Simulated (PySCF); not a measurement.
C3H8FNSi, SMILES C/N=C/[C@H](F)[SiH3].

Geometry: B3LYP-D3(BJ)/def2-SVP. The structure was generated by enumeration; whether it is a known compound was not checked. One conformer was computed; it need not be the lowest.

Two levels are set side by side: PBE/def2-TZVP (PySCF) and ωB97X/def2-TZVP (PySCF). Same geometry, gas phase. Differences are taken from unrounded values.

```csv
quantity,ωB97X,PBE,PBE minus ωB97X
orbital gap (eV),11.74,4.44,-7.30
highest occupied level (eV),-10.13,-6.22,3.92
lowest empty level (eV),1.61,-1.77,-3.39
dipole moment (D),2.08,2.03,-0.05
mean polarisability (bohr³),71.9,76.7,4.8
```

Without exact exchange PBE keeps part of each electron's self-repulsion, which lifts occupied levels and narrows the gap. Loosely held outer electrons make PBE densities more polarisable. Differences between two approximate levels are no errors against the true value.

Rough cost on one machine, each run with all the roots and properties that it gave: ωB97X against PBE within a factor of 2.
